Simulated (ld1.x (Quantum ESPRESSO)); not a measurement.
## u(r) = r·R(r): atom against pseudo-atom (Mo)

Columns: radius, all-electron u(r) and pseudo u(r) of the 5s shell (level -4.09 eV) of molybdenum in the configuration [Ar] 3d10 4s2 4p6 4d5 5s1 5p0; PBE, scalar-relativistic, ultrasoft scheme, ld1.x (Quantum ESPRESSO) 7.5.

```csv
r (bohr),all-electron,pseudo
0.113,-0.1045,-0.1877
0.225,0.0887,-0.3563
0.338,0.1618,-0.4936
0.450,0.0634,-0.5861
0.563,-0.0828,-0.6297
0.675,-0.1973,-0.6235
0.788,-0.2570,-0.5728
0.900,-0.2625,-0.4876
1.013,-0.2260,-0.3780
1.125,-0.1617,-0.2579
1.238,-0.0810,-0.1356
1.350,0.0054,-0.0212
1.463,0.0924,0.0825
1.575,0.1743,0.1722
1.688,0.2501,0.2503
1.800,0.3170,0.3173
1.913,0.3759,0.3759
2.025,0.4258,0.4258
2.138,0.4680,0.4680
2.250,0.5022,0.5022
2.363,0.5298,0.5298
2.475,0.5509,0.5509
2.588,0.5666,0.5666
2.700,0.5772,0.5772
2.813,0.5835,0.5835
2.925,0.5859,0.5859
```

(1) How many radial nodes do the two functions have?

(2) At about which radius was the pseudo-wave matched?

(3) Is the pseudo-wave norm-conserving?

## Answers

(1) The all-electron 5s function has n − l − 1 = 4 (the table is too coarse to show those close to the nucleus); the pseudo-wave has 1, since 1 lower shell of the same l stays in the valence.

(2) 1.95 bohr. The columns agree to 0.0005 from 1.69 bohr on; several derivatives are matched, so the curves merge somewhat inside the radius.

(3) No, it belongs to an ultrasoft set: the norm inside the radius is not constrained, and the difference is carried by the augmentation charge.
